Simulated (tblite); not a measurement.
F3In, triplet, geometry from GFN2-xTB (such geometries of metal compounds can be far from the true shape) (a higher spin typed on purpose: for a closed-shell molecule this is an excited state); IPEA1-xTB in tblite 0.6.0.

The tblite input:
```
$ tblite run mol.xyz --method ipea1 --charge 0 --spin 2 --json tblite.json --no-restart

# file mol.xyz
4

In    -0.00000000    -0.00000000    -0.00000000
F     -1.99079778    -1.21099599     0.03539377
F      0.01794243     2.18957193    -0.79780488
F      1.97285535    -0.97857595     0.76241111
```

Output, abridged:

```
xTB calculator
 | screened Coulomb repulsion
 | Coulomb electrostatics
 |  * isotropic Klopman-Ohno-Mataga-Nishimoto electrostatics
 |  * onsite third-order electrostatics
 | DFT-D3(BJ) dispersion correction

halogen bonding energy    0.0000000000000E+00 Eh
repulsion energy          4.1158852105894E-04 Eh
dispersion energy        -5.2295327316288E-04 Eh
number of electrons       2.4000000000000E+01 e
integral cutoff           4.0000000000000E+01 bohr

------------------------------------------------------------
  cycle        total energy    energy error   density error
------------------------------------------------------------
      1     -17.28574418190  -1.7285633E+01   4.2813577E-01
      2     -17.50861339463  -2.2286921E-01   1.3148862E-01
      3     -17.51272722365  -4.1138290E-03   8.5160463E-02
      4     -17.51305638178  -3.2915812E-04   1.9007210E-02
      5     -17.51406809154  -1.0117098E-03   6.5401967E-04
      6     -17.51388638001   1.8171153E-04   8.2906105E-03
      7     -17.51406813899  -1.8175898E-04   2.1925686E-04
      8     -17.51405321642   1.4922573E-05   2.3870636E-03
      9     -17.51406825179  -1.5035367E-05   9.3941789E-06
     10     -17.51406825194  -1.5488411E-10   3.9171264E-06
------------------------------------------------------------

electronic energy        -1.7513956887188E+01 Eh
total energy             -1.7514068251941E+01 Eh

Post processing:
 | Mayer-Wiberg bond orders

[Info] JSON dump of results written to 'tblite.json'
```
